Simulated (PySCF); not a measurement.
# Dipole moment and polarisability of `ClC(Cl)(Cl)C1COBOC1`

Species: C4H6BCl3O2.
Cartesian coordinates in Å at the PBE0-D3(BJ)/def2-SVP level; atoms count from 1:
```
atom  x, y, z in Å
Cl1   -2.765    1.534   -0.506
C2    -2.335   -0.094    0.079
Cl3   -2.819   -1.275   -1.165
Cl4   -3.266   -0.425    1.567
C5    -0.834   -0.180    0.333
C6    -0.380   -1.574    0.765
O7     1.005   -1.602    1.010
B8     1.662   -0.487    1.420
O9     1.036    0.705    1.589
C10   -0.343    0.845    1.355
H11   -0.364    0.051   -0.639
H12   -0.603   -2.310   -0.020
H13   -0.926   -1.878    1.674
H14    2.845   -0.556    1.632
H15   -0.895    0.723    2.302
H16   -0.526    1.866    0.991
```

Level: CAM-B3LYP/def2-SVPD (PySCF), static field, nuclei fixed, core orbitals frozen in the response. The polarisability tensor in these axes (au):

```
x   112.34  -1.85   6.94
y    -1.85 102.71   1.28
z     6.94   1.28  97.27
```

Problem. Give the principal values, the mean and the anisotropy Δα = √{½[(α1 − α2)² + (α2 − α3)² + (α1 − α3)²]}.

Solution. Principal values 94.15, 102.99 and 115.18 au; mean 104.11 au = 15.43 Å³ = 17.16 × 10⁻⁴⁰ C²·m²/J; Δα = 18.28 au (18 % of the mean).

Problem. What is the dipole moment, and where does it point?

Solution. (-1.13, 0.07, -0.19) D, 1.15 D in size, pointing from the negative to the positive side. Measured along this direction, the outermost atoms are H14 at the negative end and Cl4, Cl1 and Cl3 at the positive end.

Problem. Along which axes do the principal values lie, and how far do the nuclei extend along each?

Solution. Largest value along (0.93, -0.10, 0.35), where the nuclei span 6.19 Å; middle along (0.02, 0.97, 0.24), 4.30 Å; least along (-0.37, -0.21, 0.91), 3.16 Å. The response follows the extents in order.

Problem. What molar refraction does this α imply?

Solution. Lorentz–Lorenz: R = (4π/3)N_A α = 2.5225 cm³/(mol·Å³) × 15.43 Å³ = 38.9 cm³/mol, in the limit of long wavelengths.

Problem. Refractivity n − 1 of an ideal gas of it at 298.15 K and 1 atm, from the electronic α?

Solution. N = p/kT = 2.4615 × 10¹⁹ cm⁻³, so n − 1 = 2π × N × 15.43 × 10⁻²⁴ cm³ = 2386 × 10⁻⁶ at long wavelengths.

One conformer (not necessarily the lowest) at the PBE0-D3(BJ)/def2-SVP geometry, without solvent, vibrations or thermal averaging.
